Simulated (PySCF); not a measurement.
C₂H₇OS (SMILES CS(C)=[OH+]), charge +1, singlet, at a GFN2-xTB geometry. Base run: HF/STO-3G in PySCF.

Input for PySCF:
```python
from pyscf import gto, scf

mol = gto.M(
    atom='''
C     1.40171610   -0.75481551   -0.13144872
S    -0.02631153    0.13107076    0.51316754
C    -1.33721783   -0.83710786   -0.25086280
O    -0.02031928    1.38387242   -0.48762225
H     2.30606292   -0.23659248    0.17712055
H     1.41064987   -1.75703652    0.28732886
H     1.35483657   -0.79600116   -1.21589801
H    -1.19383558   -0.87257702   -1.32701691
H    -2.29439263   -0.37481498   -0.02345354
H    -1.32246003   -1.83915389    0.16816870
H    -0.06431200    2.25960481   -0.08208314
''',
    basis='sto-3g',
    charge=1,
    verbose=4,
)

mf = scf.RHF(mol)
mf.kernel()
mo_i, mo_e, stable_i, stable_e = mf.stability(internal=True, external=True, return_status=True, nroots=6, tol=1e-6)
print('internally stable:', stable_i, ' externally stable:', stable_e)
if not stable_e:
    umf = mf.to_uhf() if not hasattr(mf, 'xc') else mf.to_uks()
    umf.scf_summary = {}
    umf.kernel(umf.make_rdm1(mo_e, umf.mo_occ))
mf.analyze()
```

The bond that is stretched is that between atoms 5 and 1. A test that says stable can miss a lower solution.

Variants of this job, named by their change:

```json
[
 {"change": "base", "ΔE vs base (mEh)": "0.000", "<S^2>": "0.000", "E after following the instability (Eh)": "-", "<S^2> there": "-", "HOMO-LUMO gap (eV)": "19.81", "stability test says": "stable"},
 {"change": "bond × 1.25", "ΔE vs base (mEh)": "42.629", "<S^2>": "0.000", "E after following the instability (Eh)": "-", "<S^2> there": "-", "HOMO-LUMO gap (eV)": "19.72", "stability test says": "stable"},
 {"change": "bond × 1.5", "ΔE vs base (mEh)": "121.8", "<S^2>": "0.000", "E after following the instability (Eh)": "-545.56468", "<S^2> there": "0.17", "HOMO-LUMO gap (eV)": "18.36", "stability test says": "external instability"},
 {"change": "bond × 1.8", "ΔE vs base (mEh)": "218.2", "<S^2>": "0.000", "E after following the instability (Eh)": "-545.51702", "<S^2> there": "0.74", "HOMO-LUMO gap (eV)": "13.87", "stability test says": "external instability"},
 {"change": "bond × 2.2", "ΔE vs base (mEh)": "320.1", "<S^2>": "0.000", "E after following the instability (Eh)": "-545.50026", "<S^2> there": "0.96", "HOMO-LUMO gap (eV)": "9.59", "stability test says": "external instability"},
 {"change": "bond × 3.0", "ΔE vs base (mEh)": "425.4", "<S^2>": "0.000", "E after following the instability (Eh)": "-545.49598", "<S^2> there": "1.01", "HOMO-LUMO gap (eV)": "5.36", "stability test says": "external instability"}
]
```

Where a bond breaks into two radicals, a solution with restricted orbitals usually stops being the lowest and lies too high; an unrestricted one lies lower at the price of spin contamination, which <S^2> shows.
